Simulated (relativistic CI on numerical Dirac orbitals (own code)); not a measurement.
La18+: computed level list

Computed by Dirac-Coulomb-Breit CI, KLI orbitals optimised for each configuration, model QED (radiative potential, 1s self-energy scaled to tabulated hydrogen-like ionisation energies), unscaled Slater integrals (own radial code, finite nucleus).

CI space (outside the closed core [Ar] 3d10): 4s2 4p6 4d3, 4s2 4p5 4d4, 4s2 4p6 4d2 4f, 4s 4p6 4d4, 4s2 4p6 4d2 5s, 4s 4p6 4d3 4f, 4s2 4p6 4d2 5p, 4s2 4p6 4d 4f 5s, 4s2 4p6 4d2 5d, 4s2 4p6 4d 5s 5p, 4s2 4p6 4d 4f2, 4s2 4p6 4f3, 4s2 4p6 4f2 5s, 4s 4p6 4d 4f3, 4s2 4p6 4f2 5p, 4p6 4d5, 4p5 4d6, 4s2 4p6 4d 5s2, 4s2 4p6 4f 5s2, 4s 4p6 4d 4f 5s2, 4s2 4p6 5s2 5p. Double excitations out of closed p, d and f shells are left out; levels of such configurations are missing from the list, as are those of other unlisted configurations, and high levels can miss mixing partners. These lack a partner that the ground configuration has and come out too high: 4s2 4p6 4d2 5d.

The lowest level is 4s2 4p6 4d3 4F_3/2, with 78 % of that term; Hund's rules for 4s2 4p6 4d3 give 4F with J = 3/2, in agreement.

```
No.  Configuration  Term     J  E (cm⁻¹)    %  Lifetime (s)          jj configuration (%)
  1    4s2 4p6 4d3    4F   3/2         0   78                                4d3/2^3 (78)
  2    4s2 4p6 4d3    4F   5/2     18043   93      4.77e-03            4d3/2^2 4d5/2 (92)
  3    4s2 4p6 4d3    4F   7/2     31374   82      1.26e-02            4d3/2^2 4d5/2 (59)
  4    4s2 4p6 4d3    4P   3/2     36502   48      3.43e-03            4d3/2^2 4d5/2 (83)
  5    4s2 4p6 4d3    4F   9/2     39458   52      1.07e-01            4d3/2^2 4d5/2 (69)
  6    4s2 4p6 4d3    4P   1/2     42444   72      1.34e-02            4d3/2^2 4d5/2 (95)
  7    4s2 4p6 4d3    2G   7/2     60955   79      1.40e-03            4d3/2 4d5/2^2 (70)
  8    4s2 4p6 4d3    4P   5/2     62527   88      4.49e-03            4d3/2 4d5/2^2 (57)
  9    4s2 4p6 4d3    2H   9/2     64524   55      2.19e-03            4d3/2 4d5/2^2 (55)
 10    4s2 4p6 4d3    2D   3/2     71602   46      7.34e-04            4d3/2 4d5/2^2 (95)
 11    4s2 4p6 4d3    2P   1/2     76747   73      1.46e-03            4d3/2 4d5/2^2 (95)
 12    4s2 4p6 4d3    2H  11/2     85694  100      4.56e-03           4d3/2 4d5/2^2 (100)
 13    4s2 4p6 4d3    2D   5/2     88039   90      1.50e-03            4d3/2 4d5/2^2 (67)
 14    4s2 4p6 4d3    2G   9/2     98908   57      9.16e-04                  4d5/2^3 (80)
 15    4s2 4p6 4d3    2F   5/2    100737   82      2.33e-03            4d3/2 4d5/2^2 (55)
 16    4s2 4p6 4d3    2F   7/2    103999   93      2.35e-03            4d3/2 4d5/2^2 (89)
 17    4s2 4p6 4d3    2P   3/2    106221   59      7.47e-04                  4d5/2^3 (79)
 18    4s2 4p6 4d3    2D   3/2    148659   98      6.56e-04            4d3/2 4d5/2^2 (79)
 19    4s2 4p6 4d3    2D   5/2    152473   80      3.81e-04                  4d5/2^3 (70)
 20    4s2 4p5 4d4   6D°   3/2    726636   48      1.74e-09          4p3/2^3 4d3/2^4 (48)
 21    4s2 4p5 4d4   6D°   5/2    727081   62      2.38e-09    4p3/2^3 4d3/2^3 4d5/2 (63)
 22    4s2 4p5 4d4   6D°   7/2    729890   68      4.18e-09  4p3/2^3 4d3/2^2 4d5/2^2 (54)
 23    4s2 4p5 4d4   6D°   9/2    735864   67      3.73e-08  4p3/2^3 4d3/2^2 4d5/2^2 (47)
 24    4s2 4p5 4d4   6D°   1/2    743137   64      4.64e-10    4p3/2^3 4d3/2^3 4d5/2 (62)
 25    4s2 4p5 4d4   6F°  11/2    764099   72      7.43e-08  4p3/2^3 4d3/2^2 4d5/2^2 (41)
 26    4s2 4p5 4d4   4F°   3/2    769136   25      7.54e-10    4p3/2^3 4d3/2^3 4d5/2 (46)
 27    4s2 4p5 4d4   6P°   3/2    772167   28      3.35e-10    4p3/2^3 4d3/2^3 4d5/2 (45)
 28    4s2 4p5 4d4   4D°   7/2    776546   30      2.28e-09    4p3/2^3 4d3/2^3 4d5/2 (76)
 29    4s2 4p5 4d4   4F°   5/2    779997   27      8.52e-10  4p3/2^3 4d3/2^2 4d5/2^2 (48)
 30    4s2 4p5 4d4   4F°   9/2    780461   30      2.05e-09    4p3/2^3 4d3/2^3 4d5/2 (42)
 31    4s2 4p5 4d4   4D°   1/2    784220   64      9.86e-10  4p3/2^3 4d3/2^2 4d5/2^2 (74)
 32    4s2 4p5 4d4   4D°   5/2    784512   36      7.16e-10    4p3/2^3 4d3/2^3 4d5/2 (49)
 33    4s2 4p5 4d4   4F°   7/2    785089   36      9.87e-10  4p3/2^3 4d3/2^2 4d5/2^2 (44)
 34    4s2 4p5 4d4   4F°   3/2    786685   37      7.41e-10  4p3/2^3 4d3/2^2 4d5/2^2 (49)
 35    4s2 4p5 4d4   6F°   9/2    786957   46      2.00e-09    4p3/2^3 4d3/2^3 4d5/2 (37)
 36    4s2 4p5 4d4   4F°   7/2    788738   32      2.95e-10  4p3/2^3 4d3/2^2 4d5/2^2 (63)
 37    4s2 4p5 4d4   4G°   5/2    792665   50      6.84e-11  4p3/2^3 4d3/2^2 4d5/2^2 (40)
 38    4s2 4p5 4d4   4H°  11/2    792891   46      3.97e-09  4p3/2^3 4d3/2^2 4d5/2^2 (58)
 39    4s2 4p5 4d4   4D°   3/2    795041   34      1.22e-09  4p3/2^3 4d3/2^2 4d5/2^2 (71)
 40    4s2 4p5 4d4   4D°   7/2    796880   41      2.50e-10  4p3/2^3 4d3/2^2 4d5/2^2 (70)
 41    4s2 4p5 4d4   4D°   5/2    799509   37      2.09e-10  4p3/2^3 4d3/2^2 4d5/2^2 (62)
 42    4s2 4p5 4d4   4G°   9/2    800326   49      1.73e-10  4p3/2^3 4d3/2^2 4d5/2^2 (61)
 43    4s2 4p5 4d4   4H°  13/2    800590   57      3.40e-09  4p3/2^3 4d3/2^2 4d5/2^2 (88)
 44    4s2 4p5 4d4   4G°  11/2    800678   54      6.73e-10  4p3/2^3 4d3/2^2 4d5/2^2 (52)
 45    4s2 4p5 4d4   4P°   5/2    806583   39      4.98e-10  4p3/2^3 4d3/2^2 4d5/2^2 (63)
```

Energies count from the lowest computed level; ° marks odd parity; lifetimes are radiative, by E1, M1, E2, M2, E3 decay to levels of this space only. Filled j subshells are mostly left out of the jj labels.

The mean weight of the leading LS term, summed over parents, in these 45 levels is 58 %, and that of the leading jj configuration (from the same eigenvectors) 65 %.

At this charge energies of transitions that change n are usually good to better than 1 %, and those within a shell (Δn = 0) to a few per cent. Terms inside the open d or f shell come out 10 to 20 % too wide with unscaled integrals.

LS names give the leading component of a level, which can be under half, so a name can repeat, a term be missing and a line seem to break the LS rules.
